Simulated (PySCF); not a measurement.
PySCF input file for CH₈N₂Si₂, SMILES N[Si@H]1NC[SiH2]1, PBE-D3(BJ)/def2-SVP. Geometry optimised at PBE-D3(BJ)/def2-SVP. The structure was generated by enumeration; whether it is a known compound was not checked. One conformer was computed; it need not be the lowest.

```python
import numpy as np
from pyscf import gto, scf, dft, df
from pyscf.hessian import thermo

mol = gto.M(
    atom='''
    N     2.02563938   -1.07159622    0.64912839
    Si    0.52525574   -0.79487020   -0.17966703
    N    -0.82505142   -0.53588075    0.90812899
    C    -1.59868069    0.65441902    0.52018327
    Si   -0.39725488    1.26821491   -0.87493104
    H     2.42209395   -0.37377055    1.28212848
    H     2.75116486   -1.64785695    0.21796076
    H     0.47911948   -1.96072486   -1.14306686
    H    -1.18750565   -1.13649287    1.65527266
    H    -1.72613992    1.38555242    1.35202081
    H    -2.61495618    0.42597477    0.12071488
    H     0.31584550    2.54911644   -0.51802686
    H    -1.04366551    1.45720008   -2.22453239
    ''',
    basis='def2-SVP',
    charge=0,
    spin=0,
    max_memory=1600,
    verbose=3,
)
mf = dft.RKS(mol, xc='pbe').density_fit(auxbasis='def2-universal-jkfit')
mf.disp = 'd3bj'
mf.grids.level = 3
mf.conv_tol = 1e-11
mf.max_cycle = 100
mf.kernel()

# [left out here: the lines that compute and print the analytic Hessian (its translational invariance restored by hand, since the grid's response is missing), thermochemistry and intensities]
```

It prints:

```
converged SCF energy = -730.652715344869

WARN: DFTD3 does not support analytical Hessian, using finite difference


WARN: Mole.unit (angstrom) is changed to Bohr

Mode                                 0                   1                   2
Irrep
Freq [cm^-1]                       98.6765            139.3981            211.0639
Reduced mass [au]                   2.4230              2.9873              2.0492
Force const [Dyne/A]                0.0139              0.0342              0.0538
Char temp [K]                     141.9735            200.5628            303.6740
Normal mode                   x     y     z       x     y     z       x     y     z
       0   N                -0.02  0.06  0.05   -0.04 -0.14  0.08   -0.08  0.04  0.07
       1  Si                 0.00 -0.01 -0.02    0.05  0.05 -0.02   -0.02 -0.04 -0.07
       2   N                -0.07 -0.09 -0.09    0.06  0.01  0.00    0.09  0.03  0.04
       3   C                 0.08  0.07  0.10    0.02 -0.00  0.02    0.02 -0.02  0.01
       4  Si                -0.00 -0.01 -0.01   -0.06  0.02 -0.03    0.00 -0.00 -0.00
       5   H                -0.09  0.09  0.06   -0.09 -0.25  0.24   -0.31  0.10  0.15
       6   H                 0.04  0.12  0.07    0.01 -0.02 -0.00    0.13  0.34  0.01
       7   H                 0.09 -0.02 -0.01    0.06  0.14 -0.13    0.01 -0.06 -0.05
       8   H                -0.07 -0.09 -0.09    0.07 -0.02 -0.02    0.18  0.08  0.12
       9   H                 0.31  0.04  0.16    0.04 -0.00  0.03    0.00 -0.01 -0.00
      10   H                -0.01  0.25  0.22    0.01 -0.03  0.07    0.03 -0.07  0.02
      11   H                 0.02  0.02 -0.17   -0.18  0.12 -0.17    0.14 -0.12  0.16
      12   H                -0.12 -0.12  0.03   -0.13 -0.16 -0.03   -0.02  0.25  0.05
Mode                                 3                   4                   5
Irrep
Freq [cm^-1]                      302.9268            347.9472            396.7974
Reduced mass [au]                   1.1725              1.6019              1.3920
Force const [Dyne/A]                0.0634              0.1143              0.1291
Char temp [K]                     435.8443            500.6186            570.9032
Normal mode                   x     y     z       x     y     z       x     y     z
       0   N                -0.01  0.04  0.01    0.03 -0.08  0.08    0.04 -0.00 -0.06
       1  Si                 0.03 -0.01 -0.03    0.03 -0.02  0.01    0.01  0.04  0.03
       2   N                 0.02  0.02 -0.03   -0.02  0.00 -0.07   -0.06 -0.01 -0.03
       3   C                -0.01  0.01  0.01   -0.01  0.02 -0.01   -0.03  0.03  0.00
       4  Si                -0.03  0.00  0.01   -0.05  0.02 -0.01   -0.01 -0.05 -0.01
       5   H                 0.08 -0.05  0.04    0.25  0.26 -0.41   -0.10 -0.34  0.39
       6   H                -0.21 -0.60  0.55    0.01  0.12 -0.24    0.08  0.12 -0.13
       7   H                 0.05 -0.08  0.05    0.01 -0.12  0.13    0.09  0.09 -0.04
       8   H                 0.17  0.12  0.12    0.15  0.15  0.14    0.16  0.21  0.25
       9   H                 0.04  0.01  0.02    0.07  0.03  0.00    0.11  0.07 -0.01
      10   H                -0.03  0.01  0.07   -0.05  0.05  0.07   -0.09  0.07  0.13
      11   H                 0.04 -0.07  0.11    0.05 -0.08  0.18    0.10 -0.18  0.26
      12   H                -0.01  0.17  0.02   -0.01  0.27  0.01    0.12  0.25 -0.03
Mode                                 6                   7                   8
Irrep
Freq [cm^-1]                      409.5788            436.6807            502.4033
Reduced mass [au]                   3.2024              4.0124              1.2061
Force const [Dyne/A]                0.3165              0.4508              0.1794
Char temp [K]                     589.2927            628.2863            722.8466
Normal mode                   x     y     z       x     y     z       x     y     z
       0   N                -0.06 -0.01  0.03   -0.05  0.01  0.00   -0.00 -0.01  0.01
       1  Si                -0.00  0.09 -0.05   -0.05  0.04  0.04    0.01  0.04  0.01
       2   N                 0.00  0.01 -0.01    0.00 -0.11  0.04    0.02  0.00  0.04
       3   C                -0.03 -0.00  0.03    0.06 -0.10  0.02    0.02 -0.00  0.03
       4  Si                 0.03 -0.09  0.04    0.03  0.05 -0.07   -0.02 -0.03 -0.04
       5   H                 0.11  0.18 -0.29    0.08  0.03 -0.10    0.08 -0.04 -0.01
       6   H                -0.13 -0.03 -0.06   -0.14 -0.10 -0.00   -0.07 -0.06 -0.02
       7   H                -0.01  0.13 -0.10   -0.01  0.10 -0.04    0.00 -0.01  0.07
       8   H                 0.10  0.04  0.06    0.17  0.04  0.25   -0.33 -0.34 -0.41
       9   H                 0.01  0.02  0.01    0.12 -0.07  0.00   -0.03 -0.01  0.03
      10   H                -0.04  0.01  0.05    0.04 -0.06  0.07    0.05 -0.02 -0.03
      11   H                 0.06 -0.10 -0.00   -0.01  0.03  0.07    0.37 -0.29  0.12
[...]
       1  Si                 0.00  0.00  0.00    0.01 -0.01 -0.01    0.01 -0.00 -0.00
       2   N                 0.03  0.03  0.04   -0.11  0.06  0.04   -0.03  0.01  0.02
       3   C                -0.04 -0.04 -0.05    0.08  0.01 -0.06   -0.05  0.05 -0.00
       4  Si                -0.00 -0.00 -0.00   -0.00 -0.00  0.00   -0.00  0.00  0.00
       5   H                -0.01  0.00  0.00   -0.01  0.00  0.00    0.00 -0.00 -0.00
       6   H                 0.01  0.00  0.00   -0.01 -0.00 -0.01   -0.00 -0.00 -0.00
       7   H                -0.02 -0.01  0.02   -0.00 -0.00 -0.02   -0.02 -0.01 -0.00
       8   H                -0.01  0.01  0.00    0.50 -0.44 -0.06    0.07 -0.08  0.00
       9   H                 0.26 -0.48  0.37   -0.14 -0.22  0.11    0.63 -0.11  0.20
      10   H                -0.14  0.62 -0.19   -0.04 -0.09  0.27    0.25 -0.52 -0.34
      11   H                -0.02  0.00  0.02    0.01 -0.01 -0.02    0.01 -0.00 -0.00
      12   H                 0.02  0.01 -0.01    0.03 -0.00 -0.01    0.00 -0.00 -0.01
Mode                                24                  25                  26
Irrep
Freq [cm^-1]                     1482.2711           2103.2635           2135.0936
Reduced mass [au]                   1.1254              1.0411              1.0315
Force const [Dyne/A]                1.4569              2.7135              2.7704
Char temp [K]                    2132.6581           3026.1280           3071.9243
Normal mode                   x     y     z       x     y     z       x     y     z
       0   N                 0.08 -0.00  0.03   -0.00  0.00  0.00    0.00 -0.00  0.00
       1  Si                -0.01  0.00 -0.00    0.00  0.03  0.02   -0.00  0.00  0.00
       2   N                 0.00 -0.00 -0.00    0.00  0.00 -0.00   -0.00 -0.00  0.00
       3   C                -0.00  0.00  0.00   -0.00  0.00  0.00    0.00  0.00 -0.00
       4  Si                 0.00 -0.00  0.00   -0.00  0.00 -0.00   -0.00 -0.03  0.01
       5   H                -0.59  0.29  0.10    0.01 -0.00  0.00    0.00  0.00  0.00
       6   H                -0.44 -0.32 -0.39    0.01  0.01  0.01    0.00 -0.00  0.00
       7   H                 0.00 -0.02 -0.00   -0.04 -0.74 -0.63   -0.00 -0.07 -0.05
       8   H                -0.00  0.00  0.00   -0.00  0.00  0.00   -0.00 -0.00  0.00
       9   H                 0.00  0.00  0.00   -0.01  0.00 -0.00   -0.00 -0.01 -0.00
      10   H                 0.00 -0.00 -0.00    0.00  0.01  0.00    0.00 -0.00  0.01
      11   H                -0.00  0.00 -0.00   -0.01 -0.02 -0.01    0.38  0.66  0.20
      12   H                -0.00  0.00  0.00    0.04 -0.01  0.10   -0.25  0.06 -0.53
Mode                                27                  28                  29
Irrep
Freq [cm^-1]                     2147.4252           2921.9332           2963.5572
Reduced mass [au]                   1.0515              1.0557              1.1071
Force const [Dyne/A]                2.8570              5.3106              5.7287
Char temp [K]                    3089.6667           4204.0113           4263.8990
Normal mode                   x     y     z       x     y     z       x     y     z
       0   N                 0.00  0.00  0.00    0.00 -0.00 -0.00   -0.00 -0.00 -0.00
       1  Si                -0.00 -0.00 -0.00   -0.00  0.00  0.00    0.00  0.00  0.00
       2   N                 0.00  0.00  0.00    0.00 -0.00 -0.00   -0.00 -0.00 -0.00
       3   C                -0.00  0.00  0.00    0.06 -0.02 -0.01    0.04  0.05  0.06
       4  Si                -0.02 -0.01 -0.03   -0.00 -0.00  0.00    0.00  0.00  0.00
       5   H                 0.00 -0.00  0.00   -0.00 -0.00  0.00   -0.00  0.00 -0.00
       6   H                -0.00  0.00 -0.00    0.00  0.00  0.00    0.00 -0.00  0.00
       7   H                 0.00  0.05  0.05    0.00 -0.00 -0.00   -0.00  0.00 -0.00
       8   H                 0.00  0.00  0.00    0.00 -0.00 -0.00   -0.00 -0.00 -0.00
       9   H                 0.00 -0.00 -0.00   -0.04  0.39  0.45    0.08 -0.48 -0.57
      10   H                -0.01 -0.00 -0.00   -0.69 -0.18 -0.29   -0.53 -0.13 -0.19
      11   H                 0.27  0.50  0.13   -0.00  0.00  0.00   -0.00 -0.00 -0.00
      12   H                 0.33 -0.10  0.69   -0.00  0.00 -0.00   -0.00  0.00 -0.00
Mode                                30                  31                  32
Irrep
Freq [cm^-1]                     3479.4121           3494.8790           3598.6469
Reduced mass [au]                   1.0757              1.0494              1.0968
Force const [Dyne/A]                7.6727              7.5516              8.3688
Char temp [K]                    5006.0993           5028.3527           5177.6517
Normal mode                   x     y     z       x     y     z       x     y     z
       0   N                 0.00  0.00  0.00    0.05  0.01  0.01    0.02 -0.06 -0.05
       1  Si                 0.00 -0.00 -0.00   -0.00  0.00 -0.00    0.00 -0.00 -0.00
       2   N                -0.02 -0.04  0.05    0.00  0.00 -0.00   -0.00  0.00 -0.00
       3   C                -0.00  0.00  0.00    0.00  0.00  0.00    0.00  0.00  0.00
       4  Si                 0.00 -0.00  0.00   -0.00 -0.00 -0.00    0.00  0.00 -0.00
       5   H                -0.01 -0.02 -0.02   -0.25 -0.48 -0.44    0.26  0.45  0.41
       6   H                -0.02  0.01  0.01   -0.47  0.40  0.29   -0.49  0.39  0.28
       7   H                 0.00 -0.00 -0.00   -0.00 -0.00  0.00   -0.00  0.00  0.00
       8   H                 0.34  0.56 -0.70   -0.01 -0.02  0.03   -0.00 -0.00  0.00
       9   H                -0.00  0.00  0.00   -0.00 -0.00 -0.00   -0.00 -0.00 -0.00
      10   H                -0.00  0.00 -0.00    0.00 -0.00  0.00    0.00 -0.00 -0.00
      11   H                 0.00 -0.00  0.00    0.00  0.00  0.00   -0.00 -0.00 -0.00
      12   H                -0.00 -0.00  0.00   -0.00  0.00 -0.00   -0.00  0.00 -0.00
temperature 298.1500 [K]
pressure 101325.00 [Pa]
Rotational constants [GHz] 5.20521 2.27775 1.80856
Symmetry number 1
Zero-point energy (ZPE) 0.09284 [Eh]   243747.369 [J/mol]
                           tot       elec      trans        rot        vib
Entropy [J/mol/K]       352.285      0.000    166.700    113.419     72.166
Cv [J/mol/K]            121.668      0.000     12.472     12.472     96.724
Cp [J/mol/K]            129.982      0.000     20.786     12.472     96.724
Internal energy [J/mol]                      3718.434   3718.434 256683.624
Internal energy [Eh]   -730.55212  -730.65272
Enthalpy [J/mol]                             6197.391   3718.434 256683.624
Enthalpy [Eh]          -730.55117
Gibbs free energy [J/mol]                  -43504.288 -30097.347 235167.297
Gibbs free energy [Eh] -730.59118
mode   freq/cm-1   IR/(km/mol)
   1       98.68         2.207
   2      139.40         1.503
   3      211.06         3.665
   4      302.93        60.531
   5      347.95        74.641
   6      396.80        49.124
   7      409.58        36.218
   8      436.68        12.215
   9      502.40        75.322
  10      556.13        30.110
  11      632.62        13.145
  12      678.62       103.572
  13      696.99        21.172
  14      713.01        34.794
  15      787.95        90.406
  16      820.63        15.721
  17      856.15        51.472
  18      902.02        99.911
  19      924.86       166.731
  20     1036.14        15.854
  21     1117.48        22.015
  22     1136.56         0.253
  23     1287.70        38.083
  24     1432.57         3.342
  25     1482.27        51.848
  26     2103.26       201.471
  27     2135.09        97.128
  28     2147.43       123.274
  29     2921.93        73.473
  30     2963.56        31.960
  31     3479.41         2.590
  32     3494.88        25.781
  33     3598.65        21.873
max |gradient| / (hartree/bohr): 5.1058213805838036e-05
APT charges: [-0.7784  1.2676 -0.7079  0.0554  0.6151  0.1816  0.1563 -0.3122  0.1457
 -0.0694 -0.077  -0.2353 -0.2413]
```

The calculation finished and met its thresholds.
